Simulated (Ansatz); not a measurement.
The first iterations of a band of a periodic cell of 17 atoms, CuSi₁₆ (host Si, host structure diamond, interstitial Cu), cell charge +1.

All numbers below come from DFT PBE, scalar-relativistic, plane waves, PAW in Ansatz 0.2.0. Settings: PAW set soft_1, cutoff 420 eV, k mesh 2x2x2, gaussian smearing 0.02 eV, no spin polarisation.

| Quantity | Value |
| --- | --- |
| movable images | 3 |
| climbing image | yes |
| spring | 1.0 eV/Å² |
| optimiser | quadratic models (default) |
| start path | IDPP |
| force threshold | 0.03 eV/Å |
| iteration limit | 80 |
| end points | relaxed |

First end point:

```xyz
17
Lattice="0.0000 5.4300 5.4300 5.4300 0.0000 5.4300 5.4300 5.4300 0.0000" Properties=species:S:1:pos:R:3
Si -0.135 0.135 0.158
Si 1.387 1.407 1.421
Si 2.740 2.689 0.010
Si 4.021 4.042 1.421
Si 2.741 -0.003 2.721
Si 4.002 1.426 4.075
Si 5.431 2.688 2.721
Si 6.846 4.013 4.027
Si 0.054 2.764 2.792
Si 1.176 4.252 4.175
Si 2.665 5.376 2.792
Si 4.107 6.751 4.129
Si 2.607 2.823 5.349
Si 4.074 4.119 6.752
Si 5.511 5.349 5.386
Si 6.740 6.785 6.751
Cu 9.165 7.124 7.074
```

Last end point:

```xyz
17
Lattice="0.0000 5.4300 5.4300 5.4300 0.0000 5.4300 5.4300 5.4300 0.0000" Properties=species:S:1:pos:R:3
Si 0.000 -0.040 -0.049
Si 1.411 1.431 1.306
Si 2.534 2.810 -0.185
Si 3.962 3.986 1.245
Si 2.745 0.060 2.662
Si 4.099 1.361 4.072
Si 5.360 2.715 2.642
Si 6.653 4.226 3.936
Si 0.036 2.766 2.748
Si 1.437 4.026 4.151
Si 2.669 5.389 2.713
Si 4.024 6.859 4.123
Si 2.773 2.667 5.486
Si 4.098 4.079 6.811
Si 5.380 5.490 5.458
Si 6.790 6.791 6.812
Cu 10.523 5.709 7.804
```

| iteration | highest image above the first end (eV) | largest band force component (eV/Å) |
| --- | --- | --- |
| 1 | 0.306 | 0.819 |
| 2 | 0.099 | 0.527 |
| 3 | 0.058 | 0.245 |

Q: Does the band converge within its limit, and where does its top end?

A: It converged. It ended after 11 iterations with the highest image 0.047 eV above the first end. Beside the main top the profile has a ripple of under 15 meV (maxima at images 1, 3), which may be a very shallow well or noise. By the program's own check the climbing image is of a kind that is not told: the force calls were inconclusive, a negative curvature could not be distinguished from the path's own, the only one lies far off the path, or fixed occupations may fill a level only in part (lowest curvatures found: -0.52 and 0.82 eV/Å²). Limits of this set-up: charged cell in a uniform background, uncorrected.

Run time: 2.5 min on 1 thread of AMD EPYC 9R45 96-Core Processor (Zen 5), on a shared host, peak memory 0.9 GiB.
